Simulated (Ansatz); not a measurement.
Reaction (substitution at a C–Si bond): `C[SiH]1[NH][AlH]1` + `CC[SeH]` → `CC[Se]C` + `[NH]1[AlH][SiH2]1`

Program: Ansatz. Geometries: PBE0-D4/def2-TZVP. ΔE: electronic, gas phase. CCSD(T)/CBS is the MP2 limit (def2-TZVPP, def2-QZVPP) plus CCSD(T) − MP2 in def2-TZVPP, frozen cores. DFT in def2-TZVPP. B3LYP here is the variant with VWN-RPA as its local correlation; programs differ in this. HSE06 is defined as in plane-wave codes. For Se outer-core shells are correlated without core-valence functions, which leaves a few kJ/mol of doubt a bond. Scalar relativity is left out up to krypton. Each species was taken in one conformer, which may not be the lowest.

```
             level  ΔE (kJ/mol)  difference from CCSD(T)/CBS
       LDA (SPW92)         50.3                          6.5
            PBE-D4         45.4                          1.6
         revPBE-D4         42.7                         -1.1
         r2SCAN-D4         47.5                          3.7
            B97M-V         48.3                          4.5
           PBE0-D4         46.2                          2.4
        r2SCANh-D4         47.6                          3.8
        r2SCAN0-D4         47.6                          3.8
          HSE06-D4         46.1                          2.3
          BHLYP-D4         44.7                          0.9
      CAM-B3LYP-D4         45.9                          2.1
           ωB97M-V         46.3                          2.5
            B2PLYP         43.5                         -0.3
          PBE-QIDH         45.1                          1.3
               PBE         45.4                          1.6
            revPBE         44.0                          0.2
              BLYP         43.0                         -0.8
            r2SCAN         47.5                          3.7
              PBE0         46.1                          2.3
             B3LYP         44.2                          0.4
           r2SCANh         47.5                          3.7
           r2SCAN0         47.6                          3.8
             HSE06         46.0                          2.2
             BHLYP         44.6                          0.8
         CAM-B3LYP         45.8                          2.0
           LC-ωPBE         47.4                          3.6
RPA@PBE/def2-TZVPP         38.3                         -5.5
       HF/def2-SVP         44.9                          1.1
      MP2/def2-SVP         46.6                          2.8
     CCSD/def2-SVP         46.6                          2.8
  CCSD(T)/def2-SVP         46.2                          2.4
     HF/def2-TZVPP         41.7                         -2.1
   CCSD/def2-TZVPP         42.9                         -0.9
CCSD(T)/def2-TZVPP         42.7                         -1.1
     HF/def2-QZVPP         41.7                         -2.1
    MP2/def2-QZVPP         42.6                         -1.2
SCS-MP2/def2-QZVPP         40.5                         -3.3
      HF/CBS(def2)         41.7                         -2.1
     MP2/CBS(def2)         43.1                         -0.7
    CCSD/CBS(def2)         44.0                          0.2
       CCSD(T)/CBS         43.8                            0
```

Task: What do rigid-rotor, harmonic-oscillator terms from PBE0-D4/def2-TZVP frequencies (298.15 K, 1 bar) make of the CCSD(T)/CBS value? (Best estimate.)

Result: Computed: ΔZPE = +2.5 kJ/mol, ΔH = +45.8 kJ/mol, ΔS = 1 J/(mol·K), ΔG = +45.6 kJ/mol.

Largest T1 diagnostic among the species: 0.015.

Leaving LDA and LC-ωPBE aside and taking each functional with its dispersion term where it has one, the values, not all of them listed here, spread over 5.7 kJ/mol, from BLYP-D4 to B97M-V. LDA lies +4.9 kJ/mol from PBE without D4.
